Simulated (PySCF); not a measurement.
SiH(OiPr)3, C₉H₂₂O₃Si.
Bonds: Si1–O3, Si1–O14, Si1–O25, O3–C4, C4–C5, C4–C6, O14–C15, C15–C16, C15–C17, O25–C26, C26–C27, C26–C28. Hydrogens: H2 on Si1; H7 on C4; H8, H9, H10 on C5; H11, H12, H13 on C6; H18 on C15; H19, H20, H21 on C16; H22, H23, H24 on C17; H29 on C26; H30, H31, H32 on C27; H33, H34, H35 on C28.

Method used: TDDFT CAM-B3LYP/def2-SVPD, vertical, gas phase, core orbitals frozen in the response (PySCF 2.14.0, density-fitted response routines). Isolated species at its PBE0-D3(BJ)/def2-SVP geometry (one conformer only).

```csv
state,E (eV),E (hartree),f,"main configurations (H = HOMO, L = LUMO)"
S1,8.04,0.2956,0.0035,"H→L (53%), H→L+1 (17%), H→L+2 (9%)"
S2,8.09,0.2972,0.024,"H-1→L (27%), H-2→L (26%), H-1→L+2 (12%)"
S3,8.16,0.2997,0.020,"H-1→L+1 (36%), H-2→L+1 (15%), H-1→L (12%)"
S4,8.31,0.3052,0.029,"H→L+2 (33%), H→L+1 (14%), H→L+4 (8%)"
S5,8.45,0.3105,0.074,"H-3→L (19%), H-3→L+1 (9%), H-4→L (8%)"
S6,8.47,0.3113,0.0072,"H-1→L+4 (19%), H-2→L (17%), H-1→L+2 (14%)"
S7,8.57,0.3150,0.0079,"H-4→L (12%), H→L+2 (10%), H-3→L+2 (9%)"
S8,8.61,0.3164,0.028,"H-3→L (21%), H-2→L+1 (16%)"
S9,8.67,0.3185,0.025,"H-5→L (25%), H-4→L+1 (14%), H-3→L+2 (12%)"
S10,8.76,0.3221,0.037,H→L+3 (62%)
```

Triplets, Tamm–Dancoff:

```
state  E (eV)  λ (nm)   main configurations (H = HOMO, L = LUMO)
   T1    7.83   158.3    H-2→L (14%), H-1→L (13%), H-1→L+2 (13%)
   T2    7.91   156.8         H→L (35%), H→L+1 (12%), H→L+2 (9%)
   T3    7.96   155.7  H-1→L+1 (26%), H-1→L (14%), H-2→L+1 (10%)
   T4    8.06   153.9      H→L+2 (28%), H→L+4 (12%), H-2→L (11%)
```

The lowest singlet comes at 154 nm (776 kJ/mol) in the vacuum ultraviolet; it is very weak; its leading configuration is HOMO→LUMO (53%). The strongest level in the table is S5 at 8.45 eV (147 nm, f = 0.074). Löwdin shares by element: HOMO oxygen 52% or more, carbon 19% or more (atoms not listed hold the other 30%); LUMO carbon 20% or more, silicon 11% (atoms not listed hold the other 68%). Weighted by f, the mean energy of these states is 8.46 eV. The oscillator strengths of these states sum to 0.255; summed over the whole spectrum of an exact calculation they would give the number of electrons, 114 (Thomas–Reiche–Kuhn). The listed states span 0.72 eV. The window holds the lowest 10 singlets.

The run took 3.5 min wall, 7.6 min CPU (grids of density and orbitals included) on Intel Xeon 6975P-C, 2 threads, shared host, and the process peaked at 4.0 GiB of memory.

Without π bonds the low states may be Rydberg-like; a valence basis with one diffuse set may place them up to an eV too high.
